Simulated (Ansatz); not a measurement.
Steps of a relaxation of AlFH₄N₂, SMILES `[NH2][Al]([NH2])[F]` with RKS PBE0-D4/def2-TZVP.

```sh
$ ansatz run in.yaml --threads 2 --pin off --events-out ev --progress --plain --max-ram 32768MiB --backend cpu
```

```yaml
crystal:
  periodic: [false, false, false]
  atoms:
    - {symbol: N, position_ang: [-0.663940, 1.408942, -0.270972]}
    - {symbol: Al, position_ang: [-0.194957, -0.295879, -0.429458]}
    - {symbol: N, position_ang: [0.889889, -1.127523, 0.703237]}
    - {symbol: F, position_ang: [-0.809945, -1.170986, -1.726453]}
    - {symbol: H, position_ang: [-1.287674, 1.891801, -0.919670]}
    - {symbol: H, position_ang: [-0.349004, 2.052107, 0.456384]}
    - {symbol: H, position_ang: [1.345985, -0.707573, 1.514150]}
    - {symbol: H, position_ang: [1.161846, -2.108090, 0.616883]}
basis:
  gaussian: {orbitals: def2-TZVP}
hamiltonian: {xc: pbe0, dispersion: d4}
relax: {f_tol: 0.005, max_steps: 150}
```

Positions (Å) and forces (eV/Å) along the path, 6 of 6 steps:

```xyz
8
step=1 energy=-12356.9264 eV
N    -0.664    1.409   -0.271   -0.098    0.320   -0.009
Al   -0.195   -0.296   -0.429   -0.108   -0.167   -0.261
N     0.890   -1.128    0.703    0.213   -0.180    0.184
F    -0.810   -1.171   -1.726    0.290    0.422    0.635
H    -1.288    1.892   -0.920    0.407   -0.335    0.411
H    -0.349    2.052    0.456   -0.195   -0.448   -0.461
H     1.346   -0.708    1.514   -0.320   -0.251   -0.536
H     1.162   -2.108    0.617   -0.189    0.638    0.037
8
step=2 energy=-12356.9609 eV
N    -0.659    1.403   -0.271   -0.002    0.011   -0.018
Al   -0.187   -0.291   -0.429   -0.124   -0.152   -0.197
N     0.888   -1.121    0.698    0.015   -0.013   -0.009
F    -0.808   -1.163   -1.709    0.186    0.257    0.371
H    -1.277    1.878   -0.913    0.097   -0.093    0.090
H    -0.352    2.037    0.452   -0.036   -0.118   -0.102
H     1.333   -0.708    1.504   -0.083   -0.045   -0.131
H     1.154   -2.092    0.612   -0.053    0.152   -0.004
8
step=3 energy=-12356.9674 eV
N    -0.657    1.397   -0.271   -0.005   -0.011    0.007
Al   -0.200   -0.294   -0.417    0.031   -0.012   -0.079
N     0.884   -1.118    0.695   -0.013    0.003    0.001
F    -0.800   -1.153   -1.696   -0.007    0.011    0.040
H    -1.265    1.871   -0.916   -0.020    0.008   -0.017
H    -0.350    2.027    0.450    0.007    0.014    0.025
H     1.326   -0.705    1.497    0.007    0.014    0.026
H     1.156   -2.081    0.602    0.001   -0.027   -0.003
8
step=4 energy=-12356.9680 eV
N    -0.654    1.397   -0.272   -0.005   -0.003   -0.009
Al   -0.191   -0.292   -0.426    0.003    0.003    0.003
N     0.886   -1.116    0.693   -0.002   -0.008   -0.007
F    -0.804   -1.155   -1.695    0.001    0.002    0.003
H    -1.269    1.869   -0.913    0.000    0.005    0.003
H    -0.350    2.025    0.452    0.000    0.001    0.000
H     1.322   -0.703    1.499    0.001   -0.001    0.001
H     1.152   -2.082    0.605    0.003    0.001    0.005
8
step=5 energy=-12356.9680 eV
N    -0.654    1.397   -0.272   -0.002   -0.004   -0.005
Al   -0.191   -0.292   -0.426    0.002    0.003    0.003
N     0.886   -1.116    0.693   -0.002   -0.003   -0.005
F    -0.803   -1.154   -1.694    0.000    0.000    0.001
H    -1.270    1.869   -0.913    0.000    0.003    0.001
H    -0.350    2.025    0.452    0.000    0.001    0.001
H     1.323   -0.704    1.499    0.001    0.000    0.002
H     1.152   -2.083    0.605    0.002   -0.001    0.003
8
step=6 energy=-12356.9680 eV
N    -0.654    1.397   -0.273    0.000    0.001    0.001
Al   -0.191   -0.292   -0.426    0.000    0.000   -0.001
N     0.887   -1.117    0.692    0.001    0.000    0.001
F    -0.803   -1.154   -1.694    0.000    0.000    0.000
H    -1.270    1.870   -0.912    0.000    0.000    0.000
H    -0.350    2.025    0.452    0.000    0.000    0.000
H     1.322   -0.703    1.499    0.000    0.000    0.000
H     1.152   -2.083    0.606    0.000    0.000    0.000
```

It took 33 s on 2 threads of a server CPU on a shared host, with 0.4 GiB of host memory at the peak.
